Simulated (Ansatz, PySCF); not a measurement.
Gas-phase reaction (SMILES): CCB(N)N + [H][H] (H2) -> NBN + CC (C2H6) [ethane]; hydrogen cleaves one B-C bond, a model of a ligand-exchange step.

Geometries: B3LYP-D3(BJ)/def2-TZVP minima from Ansatz (a first-principles code), one conformer each, not searched for the lowest. Correlated levels leave the core frozen unless marked. No spin-orbit coupling. Non-relativistic. CBS(X,Y): correlation extrapolated as X^-3; Hartree-Fock from the larger set. The bracket is a focal-point correction in the basis named. Thermal terms are rigid-rotor harmonic-oscillator values from B3LYP-D3(BJ) frequencies (Ansatz or PySCF) at 298.15 K and 1 atm. 1 Eh = 627.5095 kcal/mol.

```tsv
species	E, RI-MP2/CBS(cc-pVTZ,cc-pVQZ)+[CCSD(T)-MP2]/cc-pVTZ (Ansatz) (Eh)	E, B3LYP-D3(BJ)/def2-TZVPD (Ansatz + dftd3) (Eh)	H - E (Eh)
CCB(N)N	-215.82281	-216.19884	0.13139
[H][H] (H2)	-1.17529	-1.17983	0.01336
NBN	-137.29076	-137.52189	0.07172
CC (C2H6)	-79.71807	-79.86964	0.07887
```

Question: Work out ΔE and ΔH at 298.15 K at the first level, then ΔH at the second.

Answer: 
1. ΔE = [(-137.29076) + (-79.71807)] - [(-215.82281) + (-1.17529)] = -0.01073 Eh = -6.7 kcal/mol at RI-MP2/CBS(cc-pVTZ,cc-pVQZ)+[CCSD(T)-MP2]/cc-pVTZ.
2. The terms H - E add up to 0.00584 Eh, so ΔH = (-0.01073 + (0.00584))×627.5095 = -3.1 kcal/mol.
3. At B3LYP-D3(BJ)/def2-TZVPD the same steps give ΔE = -8.1 and ΔH = -4.4 kcal/mol, a shift of -1.3 from the first level.
4. These values are not checked against measurement here, since the tables used lack a sound gas-phase enthalpy of formation for at least one species.
